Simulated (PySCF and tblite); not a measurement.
Values are calculated unless marked as measured or tabulated.
C5H8O2, numbered as in [O:1]=[C:2]1[CH2:3][CH2:4][CH2:5][O:6][CH2:7]1.

Free energies: PBE0-D3(BJ)/def2-SVP (IEF-PCM, chloroform) on GFN2-xTB structures plus GFN2-xTB thermal terms, symmetry and mirror images included. Conformers within 2.5 kcal/mol (GFN2-xTB free energy) were kept, 6 at most. GIAO shieldings: mPW1PW91/pcSseg-1 (IEF-PCM, chloroform). Shifts are against TMS (¹H), TMS (¹³C) at the same level. Run with PySCF (density fitting) and tblite.

The 6-ring runs over atoms 2–3–4–5–6–7. Of a mirror pair one member is shown.

| conformer | shape | symmetry | E(GFN2) kcal/mol | E(DFT) kcal/mol |
| --- | --- | --- | --- | --- |
| 1 | 6-ring chair | C1 (pair) | 0.00 | 0.00 |
| 2 | 6-ring between boat and twist-boat (ring torsions 58, -11, -49, 62, -10, -47°) | C1 (pair) | 0.85 | 1.51 |

**Question.** How much do the weights at 298.15 K and the averaged shift of C2 depend on how the conformers are weighted?

**Answer.** 
```tsv
weighting	1 (%)	2 (%)	δ (ppm)	rms dipole (D)
DFT energy with thermal terms, symmetry and mirror images (full scheme)	90	10	218.7	3.45
DFT energy with symmetry and mirror images	93	7	218.6	3.46
bare DFT energy	93	7	218.6	3.46
GFN2-xTB energy with symmetry and mirror images	81	19	219.5	3.41
GFN2-xTB free energy	76	24	219.9	3.39
leading conformer alone	100	0	218.0	3.49
equal weights	50	50	221.8	3.28
```

The largest departure from the full scheme, 3.0 ppm, comes with: equal weights.


Conformer gaps in def2-SVP on xTB geometries can be 2 kcal/mol too large for S=O, P=O and other polar bonds.